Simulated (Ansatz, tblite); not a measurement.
Removing and adding an electron: (LiF)2 ring (Li₂F₂). Total charge 0; singlet. Geometry: r2SCAN-D4/def2-TZVP. Ansatz, gas phase; energy differences of separate SCF runs; the oxidised species was run as a doublet alone; the reduced species was run as a doublet alone.

```xyz
4

Li   -0.740    0.807    0.237
F     0.751    0.395    1.000
Li    0.740   -0.807   -0.237
F    -0.751   -0.395   -1.000
```

The xTB rows come from tblite. Correlated methods freeze 2 core orbitals; core or outer-core shells of Li are correlated, in sets that lack core-valence functions. In CCSD on the charge -1 doublet the largest single amplitude is 0.85, so its Hartree–Fock determinant may place the open shell otherwise than the density functionals do. HOMO above LUMO, or a gap near zero within one spin, warns that the state may not be the lowest or that an electron is smeared out.

```json
{"level": "GFN1-xTB", "−HOMO (eV)": "11.58", "vertical IE (eV)": "15.82", "−LUMO (eV)": "7.01", "vertical EA (eV)": "4.13", "HOMO–LUMO gap (eV)": "4.57", "IE − EA (eV)": "11.69", "remarks": "–"}
{"level": "GFN2-xTB", "−HOMO (eV)": "11.02", "vertical IE (eV)": "15.49", "−LUMO (eV)": "5.13", "vertical EA (eV)": "1.41", "HOMO–LUMO gap (eV)": "5.88", "IE − EA (eV)": "14.09", "remarks": "–"}
{"level": "PBE-D4/def2-TZVP", "−HOMO (eV)": "6.77", "vertical IE (eV)": "11.17", "−LUMO (eV)": "0.91", "vertical EA (eV)": "–", "HOMO–LUMO gap (eV)": "5.86", "IE − EA (eV)": "–", "remarks": "–"}
{"level": "PBE-D4/def2-TZVPD", "−HOMO (eV)": "6.90", "vertical IE (eV)": "–", "−LUMO (eV)": "0.92", "vertical EA (eV)": "-0.08", "HOMO–LUMO gap (eV)": "5.98", "IE − EA (eV)": "–", "remarks": "HOMO above zero (-1 doublet), gap within one spin near zero (-1 doublet)"}
{"level": "r2SCAN-D4/def2-TZVP", "−HOMO (eV)": "7.16", "vertical IE (eV)": "11.33", "−LUMO (eV)": "0.21", "vertical EA (eV)": "–", "HOMO–LUMO gap (eV)": "6.94", "IE − EA (eV)": "–", "remarks": "–"}
{"level": "r2SCAN-D4/def2-TZVPD", "−HOMO (eV)": "7.24", "vertical IE (eV)": "–", "−LUMO (eV)": "0.26", "vertical EA (eV)": "-0.22", "HOMO–LUMO gap (eV)": "6.98", "IE − EA (eV)": "–", "remarks": "HOMO above zero (-1 doublet), gap within one spin near zero (-1 doublet)"}
{"level": "PBE0-D4/def2-TZVP", "−HOMO (eV)": "8.77", "vertical IE (eV)": "11.67", "−LUMO (eV)": "0.35", "vertical EA (eV)": "–", "HOMO–LUMO gap (eV)": "8.42", "IE − EA (eV)": "–", "remarks": "–"}
{"level": "PBE0-D4/def2-TZVPD", "−HOMO (eV)": "8.86", "vertical IE (eV)": "–", "−LUMO (eV)": "0.39", "vertical EA (eV)": "-0.18", "HOMO–LUMO gap (eV)": "8.47", "IE − EA (eV)": "–", "remarks": "HOMO above zero (-1 doublet)"}
{"level": "CCSD/def2-TZVPD", "−HOMO (eV)": "–", "vertical IE (eV)": "–", "−LUMO (eV)": "–", "vertical EA (eV)": "-0.47", "HOMO–LUMO gap (eV)": "–", "IE − EA (eV)": "–", "remarks": "HOMO above zero (-1 doublet), large T1 (0.138) (-1 doublet)"}
{"level": "CCSD/def2-TZVPP", "−HOMO (eV)": "–", "vertical IE (eV)": "12.46", "−LUMO (eV)": "–", "vertical EA (eV)": "–", "HOMO–LUMO gap (eV)": "–", "IE − EA (eV)": "–", "remarks": "large T1 (0.054) (+1 doublet)"}
{"level": "CCSD(T)/def2-TZVPD", "−HOMO (eV)": "–", "vertical IE (eV)": "–", "−LUMO (eV)": "–", "vertical EA (eV)": "-0.44", "HOMO–LUMO gap (eV)": "–", "IE − EA (eV)": "–", "remarks": "HOMO above zero (-1 doublet), large T1 (0.138) (-1 doublet)"}
{"level": "CCSD(T)/def2-TZVPP", "−HOMO (eV)": "–", "vertical IE (eV)": "12.49", "−LUMO (eV)": "–", "vertical EA (eV)": "–", "HOMO–LUMO gap (eV)": "–", "IE − EA (eV)": "–", "remarks": "large T1 (0.054) (+1 doublet)"}
```

Run but left out: HF/def2-TZVPP, MP2/def2-TZVPP (charge +1 doublet: a determinant that CCSD turns far, T1 0.054); HF/def2-TZVPD, MP2/def2-TZVPD (charge -1 doublet: a determinant that CCSD turns far, T1 0.138).   A HOMO above zero means that the electron is unbound at that level or that self-interaction error raises the level; the energy of removing that electron tells which. Raw xTB energy differences between charge states are shifted by several eV; the methods need an empirical correction for them. A negative affinity means that the extra electron isn't bound; its size then hangs on the basis.
